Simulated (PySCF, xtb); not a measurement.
C₃H₈BrNSi, SMILES N[Si](Br)(C=C)C.

GFN2-xTB run with xtb at its own geometry gives an orbital gap of 4.17 eV and a dipole moment of 6.43 D.

Geometry optimised at B3LYP-D3(BJ)/def2-SVP. One conformer was computed; it need not be the lowest.

What does M06-2X/def2-TZVP run with PySCF give? (An estimate is asked for; the answer gives what the named calculation found.)

gap 9.03 eV (levels -8.81 and 0.22 eV), dipole 2.13 D.
